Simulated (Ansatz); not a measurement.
## SbHF (SMILES [F][SbH]): the vertical ionisation energy, rung by rung

The species is SbHF (3 atoms), meant as a doublet with charge 0. As SMILES, `[F][SbH]`. Geometry: relaxed at PBE0-D4/def2-TZVP.

```jsonl
{"atom": "F", "x (Å)": "-0.8262", "y (Å)": "1.1003", "z (Å)": "-0.3412"}
{"atom": "Sb", "x (Å)": "-0.3238", "y (Å)": "-0.7513", "z (Å)": "-0.2559"}
{"atom": "H", "x (Å)": "1.1390", "y (Å)": "-0.4137", "z (Å)": "0.5838"}
```

Quantity: the vertical ionisation energy (to the singlet cation), in eV. The values are calculated.

```json
{"level": "UHF/STO-3G", "kind": "Hartree–Fock", "program": "Ansatz", "value (eV)": "5.98", "less FCI/STO-3G": "+0.99", "CPU time (all runs)": "0.61 s"}
{"level": "UBLYP/STO-3G", "kind": "GGA", "program": "Ansatz", "value (eV)": "5.77", "less FCI/STO-3G": "+0.78", "CPU time (all runs)": "3.5 s"}
{"level": "U-r2SCAN0/STO-3G", "kind": "hybrid meta-GGA", "program": "Ansatz", "value (eV)": "6.39", "less FCI/STO-3G": "+1.40", "CPU time (all runs)": "9.5 s"}
{"level": "UB3LYP/STO-3G", "kind": "global hybrid", "program": "Ansatz", "value (eV)": "6.17", "less FCI/STO-3G": "+1.18", "CPU time (all runs)": "4 s"}
{"level": "UMP2/STO-3G", "kind": "perturbation theory", "program": "Ansatz", "value (eV)": "5.32", "less FCI/STO-3G": "+0.33", "CPU time (all runs)": "1.2 s"}
{"level": "UCCSD(T)/STO-3G", "kind": "coupled cluster or CI", "program": "Ansatz", "value (eV)": "5.02", "less FCI/STO-3G": "+0.03", "CPU time (all runs)": "0.93 s"}
{"level": "UCCSDT/STO-3G", "kind": "coupled cluster or CI", "program": "Ansatz", "value (eV)": "5.00", "less FCI/STO-3G": "+0.01", "CPU time (all runs)": "1.4 s"}
{"level": "FCI/STO-3G", "kind": "exact in the basis", "program": "Ansatz", "value (eV)": "4.99", "less FCI/STO-3G": "0.00", "CPU time (all runs)": "1.3 s"}
```

FCI/STO-3G is exact within its basis and frozen core, so for wave-function methods in that basis the difference is their error; functionals converge differently with the basis, so for them it is only a difference. All-electron rows without a relativistic Hamiltonian named are non-relativistic. Spin-orbit coupling, which can split open shells on such heavy atoms by tenths of an eV, is left out. The values span 4.99 to 6.39 eV. All rows use very small basis sets, so none should be taken for the real molecule's value. In the correlated wave-function rows the outer d shell of Sb is correlated, in sets not made for it. In so small a basis fixed costs decide the times, and correlated methods can beat functionals. Times are those of the runs behind each value, whatever else they computed, on shared processors of several kinds: orders of magnitude only.
